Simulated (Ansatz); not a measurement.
C2H10BNSi can be A, `CB(C)N[SiH3]`, or B, `BN[SiH](C)C`.

Program: Ansatz. Geometries: PBE0-D4/def2-TZVP. ΔE: electronic, gas phase. CCSD(T)/CBS adds triple-zeta CCSD(T) − MP2 to the extrapolated MP2 energy (def2 sets, frozen cores). DFT in def2-TZVPP. B3LYP here is the variant with VWN-RPA as its local correlation; programs differ in this. One conformer a species, not always the lowest.

A:

```xyz
15

C     1.2096    0.0585    1.7589
B     0.3932    0.1149    0.4121
C     0.8016    1.1387   -0.7165
N    -0.7021   -0.7579    0.2118
Si   -1.7380   -0.8574   -1.1816
H     2.2857   -0.0075    1.5674
H     0.9327   -0.7674    2.4199
H     1.0675    0.9906    2.3183
H     1.0009    2.1298   -0.2978
H     0.0764    1.2598   -1.5264
H     1.7435    0.8141   -1.1749
H    -0.9055   -1.4061    0.9591
H    -2.7231   -1.9385   -0.9173
H    -2.4675    0.4154   -1.4196
H    -0.9748   -1.1870   -2.4134
```

B:

```xyz
15

B    -0.244    1.645    1.635
N     0.228    0.355    1.389
Si   -0.096   -0.700    0.023
C     1.499   -1.061   -0.877
C    -1.357    0.083   -1.097
H    -0.985    2.164    0.849
H     0.096    2.222    2.630
H     0.846   -0.028    2.092
H    -0.625   -1.984    0.568
H     1.331   -1.769   -1.694
H     1.922   -0.146   -1.300
H     2.243   -1.499   -0.207
H    -0.988    1.021   -1.519
H    -1.580   -0.597   -1.924
H    -2.288    0.293   -0.568
```

(1) Which isomer does CCSD(T)/CBS put lower? Give the gap. (An estimate is asked.)

(2) Give E(B) − E(A) in kcal/mol with PBE-D4, PBE0-D4, B3LYP-D4, LDA (SPW92), B2PLYP, MP2/def2-TZVPP, HF/def2-TZVPP. (Best estimate.)

(3) Does the order hold for the free energy at 298.15 K (harmonic terms from PBE0-D4)? (Best estimate.)

Largest T1 diagnostic: 0.011.

## Answers

(1) The calculation gave: B, by 1.5 kcal/mol.

(2) The calculation gave: PBE-D4 -0.9, PBE0-D4 -0.8, B3LYP-D4 -1.2, LDA (SPW92) 0.6, B2PLYP -1.3, MP2/def2-TZVPP -1.7, HF/def2-TZVPP -0.5. The order is the other way round with LDA (SPW92).

(3) The calculation gave: Too close to call: G(B) − G(A) = -0.2 kcal/mol, for one conformer each. Modes under 60 cm⁻¹, often nearly free rotors, make the harmonic entropy too high.

At CCSD(T), def2-SVP lies +3.9 kcal/mol from the extrapolated value and def2-TZVPP +0.4 kcal/mol. Leaving LDA and LC-ωPBE aside and taking each functional with its dispersion term where it has one, the values, not all of them listed here, spread over 1.6 kcal/mol, from ωB97M-V to B97M-V. LDA lies +1.4 kcal/mol from PBE without D4.
